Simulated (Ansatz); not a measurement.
Ansatz (a first-principles code) input (B3LYP-D3(BJ)/def2-TZVP):

Ansatz 0.2 input:
```yaml
crystal:
  periodic: [false, false, false]
  atoms:
    - {symbol: Zr, position_ang: [0.00177991, 0.00247453, -0.04397706]}
    - {symbol: H, position_ang: [1.53398685, -0.06285687, 0.94231603]}
    - {symbol: H, position_ang: [-1.60518343, -0.03612437, 0.81676637]}
basis:
  gaussian:
    orbitals: def2-TZVP
hamiltonian:
  xc: b3lyp
  dispersion: d3bj
phonons: {temperatures: {t_min: 298.15, t_max: 298.15, t_step: 100}}
```

Output:

```
Functional definition: B3LYP
integrals: 0.01 GiB planned
443 factors; their error is unknown
mean field: 0.11 GiB planned
mean field evaluation 1: about -1307.4896 eV, gradient 2.1e1 eV
mean field evaluation 2: about -1307.7629 eV, gradient 2.4e1 eV
mean field evaluation 4: about -1309.4785 eV, gradient 8.6e-1 eV
mean field evaluation 8: about -1309.5008 eV, gradient 1.0e-1 eV
mean field evaluation 16: about -1309.3153 eV, gradient 2.2e0 eV
mean field -1309.50087002 eV, -48.1232693618 hartree, gradient 2.7e-5 eV, S^2 0.000000; 1 other end points of the search recorded, 0 dependent functions left out
the calculation of the forces begins
reference -1309.50108198 eV, -48.1232771510 hartree; 7, 7 occupied and 45, 45 virtual orbitals, 443 factors
these checks for a lower state are left out or cut short: stability, starts, cluster_reference, orbital_swaps, neighbouring_geometries, increment
integrals: 0.01 GiB planned
443 factors; their error is unknown
mean field: 0.11 GiB planned
mean field -1309.50084601 eV, -48.1232684792 hartree, gradient 6.0e-7 eV, S^2 0.000000; 0 other end points of the search recorded, 0 dependent functions left out
the calculation of the forces begins
reference -1309.50105798 eV, -48.1232762690 hartree; 7, 7 occupied and 45, 45 virtual orbitals, 443 factors
these checks for a lower state are left out or cut short: stability, starts, cluster_reference, orbital_swaps, neighbouring_geometries, increment
integrals: 0.01 GiB planned
443 factors; their error is unknown
mean field: 0.11 GiB planned
mean field evaluation 32: about -1309.5008 eV, gradient 8.4e-7 eV
mean field -1309.50084530 eV, -48.1232684531 hartree, gradient 5.6e-7 eV, S^2 0.000000; 0 other end points of the search recorded, 0 dependent functions left out
the calculation of the forces begins
reference -1309.50105724 eV, -48.1232762417 hartree; 7, 7 occupied and 45, 45 virtual orbitals, 443 factors
these checks for a lower state are left out or cut short: stability, starts, cluster_reference, orbital_swaps, neighbouring_geometries, increment
integrals: 0.01 GiB planned
443 factors; their error is unknown
mean field: 0.11 GiB planned
mean field -1309.50085807 eV, -48.1232689225 hartree, gradient 1.8e-6 eV, S^2 0.000000; 0 other end points of the search recorded, 0 dependent functions left out
the calculation of the forces begins
reference -1309.50107001 eV, -48.1232767111 hartree; 7, 7 occupied and 45, 45 virtual orbitals, 443 factors
these checks for a lower state are left out or cut short: stability, starts, cluster_reference, orbital_swaps, neighbouring_geometries, increment
integrals: 0.01 GiB planned
443 factors; their error is unknown
mean field: 0.11 GiB planned
mean field -1309.50085904 eV, -48.1232689581 hartree, gradient 2.4e-6 eV, S^2 0.000000; 0 other end points of the search recorded, 0 dependent functions left out
the calculation of the forces begins
reference -1309.50107101 eV, -48.1232767479 hartree; 7, 7 occupied and 45, 45 virtual orbitals, 443 factors
these checks for a lower state are left out or cut short: stability, starts, cluster_reference, orbital_swaps, neighbouring_geometries, increment
integrals: 0.01 GiB planned
443 factors; their error is unknown
mean field: 0.11 GiB planned
mean field -1309.50086179 eV, -48.1232690591 hartree, gradient 1.4e-6 eV, S^2 0.000000; 0 other end points of the search recorded, 0 dependent functions left out
the calculation of the forces begins
reference -1309.50107378 eV, -48.1232768495 hartree; 7, 7 occupied and 45, 45 virtual orbitals, 443 factors
these checks for a lower state are left out or cut short: stability, starts, cluster_reference, orbital_swaps, neighbouring_geometries, increment
integrals: 0.01 GiB planned
443 factors; their error is unknown
mean field: 0.11 GiB planned
mean field -1309.50085440 eV, -48.1232687877 hartree, gradient 8.2e-7 eV, S^2 0.000000; 0 other end points of the search recorded, 0 dependent functions left out
the calculation of the forces begins
reference -1309.50106632 eV, -48.1232765757 hartree; 7, 7 occupied and 45, 45 virtual orbitals, 443 factors
Total energy: -1309.55048551 eV, -48.1250926975 hartree
Atom 0 at     0.001780     0.002475    -0.043977 Å, force     0.000004     0.000005    -0.000098 eV/Å
Atom 1 at     1.533987    -0.062857     0.942316 Å, force    -0.000051    -0.000002     0.000047 eV/Å
Atom 2 at    -1.605183    -0.036124     0.816766 Å, force     0.000047    -0.000003     0.000051 eV/Å
Dipole moment:     0.013961     0.019409    -0.344930 e Å
Vibrations: 646.80 1693.27 1698.40 cm⁻¹, zero-point energy 0.250353 eV
```

This is an excited singlet: at this geometry the triplet lies 0.18 eV lower at CCSD(T)/CBS(def2-TZVPPD,def2-QZVPPD).
